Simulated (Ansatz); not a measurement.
One change: `B[SiH2]B[SiH2]C` becomes `C[SiH2]BCl`.

Ansatz, PBE0-D4/def2-TZVP geometries, multiplicity 1. Each molecule was computed in one conformer, which needn't be the lowest.

```
                                        property  `B[SiH2]B[SiH2]C`
            HOMO–LUMO gap (PBE0/def2-TZVPP) / eV               4.36
  size of the dipole moment (PBE/def2-TZVPP) / D               0.61
             HOMO–LUMO gap (PBE/def2-TZVPP) / eV               2.39
           HOMO–LUMO gap (B3LYP/def2-TZVPP) / eV               4.02
              LUMO energy (PBE0/def2-TZVPP) / eV              -3.21
size of the dipole moment (B3LYP/def2-TZVPP) / D               0.56
```

Q: Give the same properties after the change, and the shifts. (An estimate is asked.)

A: The calculation gave: 
| property | `C[SiH2]BCl` | shift |
| --- | --- | --- |
| HOMO–LUMO gap (PBE0/def2-TZVPP) / eV | 5.64 | 1.28 |
| size of the dipole moment (PBE/def2-TZVPP) / D | 0.64 | 0.03 |
| HOMO–LUMO gap (PBE/def2-TZVPP) / eV | 3.44 | 1.05 |
| HOMO–LUMO gap (B3LYP/def2-TZVPP) / eV | 5.28 | 1.26 |
| LUMO energy (PBE0/def2-TZVPP) / eV | -2.12 | 1.09 |
| size of the dipole moment (B3LYP/def2-TZVPP) / D | 0.57 | 0.01 |

With PBE0 the HOMO falls by 0.19 eV and the LUMO rises by 1.09 eV, so the gap widens by about 1.28 eV. PBE moves the HOMO by 0.00 eV and ωB97M-V by -0.28 eV. Dipoles are sizes alone; their direction can turn.

B3LYP here is the variant with VWN-RPA as its local correlation; programs differ in this.
